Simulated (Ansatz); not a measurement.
A made-up structure of BSiH₃Br (charge -1), singlet:

```tsv
atom	x (Å)	y (Å)	z (Å)
Si1	0.6922	-0.2537	0.5148
B2	-0.8651	0.4432	-0.2794
Br3	1.2045	-2.5061	0.4978
H4	-1.3434	-0.0877	-1.1804
H5	-0.8743	1.5738	-0.4899
H6	1.5319	0.4571	1.4126
```

It is relaxed with PBE-D4/def2-SVPD and then PBE0-D4/def2-TZVPD (Ansatz 0.2.0). Atoms count as bonded within 1.22 times the sum of their covalent radii (H–H: 0.88 Å). The end point is not checked to be a true minimum.

Does its bonding change? (A judgement: the text doesn't fix the answer.)

The calculation gives: No: no bond forms or breaks.

Where it ends: The first stage lowers the energy by 0.52 eV in 8 steps. It ends as BSiH₃Br ([BH2][SiH][Br]), total charge -1:
Si1  (0.845, -0.188, 0.286)
B2  (-0.768, 0.449, -0.417)
Br3  (1.184, -2.474, 0.596)
H4  (-1.479, -0.181, -1.158)
H5  (-0.908, 1.650, -0.358)
H6  (1.472, 0.370, 1.527)
(Å)

Labels in which every atom is bracketed show which atoms are joined, not bond orders.

For scale, one of the runs: PBE0-D4/def2-TZVPD relaxation, 164 basis functions, launched by `ansatz run in.yaml --threads 2 --pin off --events-out ev --progress --plain --max-ram 4352MiB`. Hardware: 2 CPU threads of an Arm Neoverse V1, shared host. Wall time about 45 s.
